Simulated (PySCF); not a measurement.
## Krypton: a sound run and one with changed settings

Sound run: Kr [Kr], Kr+ [Ar] 3d10 4s2 4p5. Computed with PySCF 2.14 in aug-cc-pVDZ-PP with ECP10MDF (5s4p3d, 32 functions), with scalar relativity through the core potential. The sound run starts from symmetry-adapted Hartree-Fock orbitals and uses a fine grid where one is needed.

Changed run: initial guess 1e, at most 5 SCF cycles. This setting is unsound on purpose.

```tsv
species	method	sound run (hartree)	changed run (hartree)	converged
Kr	UHF	-462.18031	-462.18031	no
Kr	TPSS	-463.46663	-463.46661	no
Kr	M06-2X	-463.73949	-463.73949	no
Kr+	UHF	-461.69702	-461.69702	no
Kr+	TPSS	-462.94880	-462.94880	no
Kr+	M06-2X	-463.22266	-463.22266	no
```

The SCF was stopped early; the energies are upper bounds that still move, and correlated levels were skipped or rest on poor orbitals.
